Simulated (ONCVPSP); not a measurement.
## Ranking ONCV potentials for Be

All share these settings but for the change named:

| Quantity | Value |
| --- | --- |
| Element | beryllium |
| Generator | ONCVPSP 4.0.1 |
| Type | optimised norm-conserving Vanderbilt (ONCV) |
| Functional | LDA (Perdew-Wang 92) |
| Relativity | non-relativistic |
| Frozen core | [He] |
| Valence charge | 2 |
| Reference configuration | 2s1 2p1 |
| Partial waves | 2s: rc 1.45 bohr, ncon 4, nbas 7, qcut 5.2 1/bohr, 2 projectors, debl 0.4 Ha; 2p: rc 3.70 bohr, ncon 4, nbas 8, qcut 3.4 1/bohr, 1 projector |
| Local potential | polynomial inside 1.25 bohr (lpopt 5, dvloc0 6 Ha) |
| Core correction | Teter function fitted to the true core (icmod 2), fcfact 0.35 |

Test errors are all-electron minus pseudo excitation energies from the reference, over 2s2 2p0; 2s1 2p0; 2s1.5 2p0; 2s0 2p1. None of these files shows a bound ghost.

The base gives 55.5 meV.

Of 5 variants that were run, those that failed, showed a ghost or another fault, or gave nearly equal values are left out.

Task: Rank these variants by their largest absolute test error, smallest first.
A. all radii but the core radius scaled by about 1.30 (s 1.88, p 4.82 bohr); local potential polynomial inside 1.62 bohr (lpopt 5, dvloc0 6 Ha)
B. all radii but the core radius scaled by about 1.09 (s 1.58, p 4.02 bohr); local potential polynomial inside 1.36 bohr (lpopt 5, dvloc0 6 Ha)
C. all radii but the core radius scaled by about 1.22 (s 1.76, p 4.50 bohr); local potential polynomial inside 1.52 bohr (lpopt 5, dvloc0 6 Ha)

Result: B (69.4 meV), C (90.9 meV), A (107.8 meV).
